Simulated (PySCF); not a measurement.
**Shapes and spin states of [CrH2]+**

Method: PBE0 in PySCF with Cr def2-TZVP, H def2-TZVP; no relativity; density-fitted integrals.

Relaxations began from a few typed shapes and spin states; open shells are unrestricted. The search is not exhaustive: other isomers or separated fragments can lie lower, and high-lying points may rest on an excited occupation.

```csv
spin,group,bonds,angles,imaginary modes (cm⁻¹),ΔE (kJ/mol),ΔE with ZPE (kJ/mol)
broken-symmetry Ms = 1/2 (⟨S²⟩ 2.70),C2v,"Cr–H 1.909 Å (×2), H–H 0.784 Å","Cr–H–H 78.2° (×2), H–Cr–H 23.7°",none,0.0,0.0
quartet (⟨S²⟩ 4.06),C2v,Cr–H 1.593 Å (×2),H–Cr–H 110.7°,none,5.3,-5.7
broken-symmetry Ms = 3/2 (⟨S²⟩ 4.89),D∞h,Cr–H 1.773 Å (×2),H–Cr–H 180.0°,"618i, 618i",58.0,–
broken-symmetry Ms = 1/2 (⟨S²⟩ 1.78),C2v,Cr–H 1.555 Å (×2),H–Cr–H 110.3°,none,123.1,116.5
broken-symmetry Ms = 1/2 (⟨S²⟩ 1.81),C2v,Cr–H 1.558 Å (×2),H–Cr–H 110.7°,none,128.0,120.4
broken-symmetry Ms = 1/2 (⟨S²⟩ 2.82),D∞h,Cr–H 1.755 Å (×2),H–Cr–H 180.0°,"753i, 689i",210.7,–
```

The lowest minimum found is the broken-symmetry Ms = 1/2 (⟨S²⟩ 2.70) C2v: Cr–H 1.909 Å (×2), H–H 0.784 Å; Cr–H–H 78.2° (×2), H–Cr–H 23.7°.

For the lowest minimum: the determinant is spin-contaminated (⟨S²⟩ = 2.70, pure value 0.75). The spin densities have lower symmetry than the nuclear frame. Open d and f shells are described by one determinant, and the ground state may have another occupation or spin.

The electron or spin density has lower symmetry than the nuclear frame for the broken-symmetry Ms = 1/2 (⟨S²⟩ 1.81) C2v at 128.0 kJ/mol, broken-symmetry Ms = 1/2 (⟨S²⟩ 2.82) D∞h at 210.7 kJ/mol.
